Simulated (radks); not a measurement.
Values are calculated unless marked as measured or tabulated.
Sc IV, configuration [He] 2s2 2p5.5 3s2 3p6 4p0.5 (fractional occupations, a model configuration). Code: a radial shooting solver on a logarithmic mesh with Libxc functionals. Model: non-relativistic Kohn-Sham, TPSS, spin-unpolarised, spherical densities, point nucleus; meta-GGA in the generalised Kohn-Sham scheme.

Unscreened Slater integrals over Kohn-Sham orbitals (hartree). Empty in this configuration: 3d.

| integral | value |
|---|---|
| F0(4p,4p) | 0.29640 |
| F2(4p,4p) | 0.15887 |
| F0(4p,3p) | 0.37933 |
| F2(4p,3p) | 0.090316 |
| G0(4p,3p) | 0.023592 |
| G2(4p,3p) | 0.028279 |
| F0(4p,3s) | 0.38143 |
| G1(4p,3s) | 0.028269 |
| F0(4p,2p) | 0.41728 |
| F2(4p,2p) | 0.032188 |
| G0(4p,2p) | 0.011677 |
| G2(4p,2p) | 0.012606 |
| F0(4p,3d) | 0.37325 |
| F2(4p,3d) | 0.10123 |
| G1(4p,3d) | 0.039046 |
| G3(4p,3d) | 0.035740 |
| F0(3p,3p) | 0.82843 |
| F2(3p,3p) | 0.41942 |
| F0(3p,3s) | 0.84864 |
| G1(3p,3s) | 0.56683 |
| F0(3p,2p) | 1.1201 |
| F2(3p,2p) | 0.22081 |
| G0(3p,2p) | 0.086833 |
| G2(3p,2p) | 0.090163 |
| F0(3p,3d) | 0.77712 |
| F2(3p,3d) | 0.37734 |
| G1(3p,3d) | 0.46767 |
| G3(3p,3d) | 0.28645 |
| F0(3s,3s) | 0.87082 |
| F0(3s,2p) | 1.1538 |
| G1(3s,2p) | 0.094521 |
| F0(3s,3d) | 0.79533 |
| G2(3s,3d) | 0.35939 |
| F0(2p,2p) | 2.9985 |
| F2(2p,2p) | 1.4084 |
| F0(2p,3d) | 1.0038 |
| F2(2p,3d) | 0.18700 |
| G1(2p,3d) | 0.13381 |
| G3(2p,3d) | 0.075787 |
| F0(3d,3d) | 0.73622 |
| F2(3d,3d) | 0.35262 |
| F4(3d,3d) | 0.22192 |

Derived for the open shells (J is the average intra-shell exchange parameter used in DFT+U). 2p: J = F2/5 = 0.2817 hartree. 4p: J = F2/5 = 0.03177 hartree.
